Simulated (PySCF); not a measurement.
## Ni (nickel, neutral): UHF calculation

Configuration: [Ar] 3d10, closed-shell 1S (an excited configuration). Computed with PySCF 2.14 in dyall-av2z (16s12p7d2f, 101 functions), with no relativity, point nucleus.

```
Total energy                                     : -1506.645664 hartree
One-electron energy                              : -2103.6728 hartree
Hartree (Coulomb) energy                         : 658.9417 hartree
Exchange energy                                  : -61.9146 hartree
Kinetic energy                                   : 1506.64053 hartree
⟨S²⟩                                             : 0.0000
⟨L²⟩                                             : 0.000
Sum of ⟨r⟩                                       : 19.91 bohr
Sum of ⟨r²⟩                                      : 26.32 bohr²
Density at the nucleus (Gaussians lack the cusp) : 14800 bohr⁻³
Langevin diamagnetic susceptibility              : -20.8 ×10⁻⁶ cm³/mol
```

| shell | electrons | mean orbital energy (eV) | rms radius, mean of both spins (bohr) |
| --- | --- | --- | --- |
| 1s | 2 | -8305.9 | 0.0635 |
| 2s | 2 | -1020.4 | 0.268 |
| 2p | 6 | -885.16 | 0.239 |
| 3s | 2 | -121.83 | 0.813 |
| 3p | 6 | -78.722 | 0.867 |
| 3d | 10 | -7.246 | 1.41 |
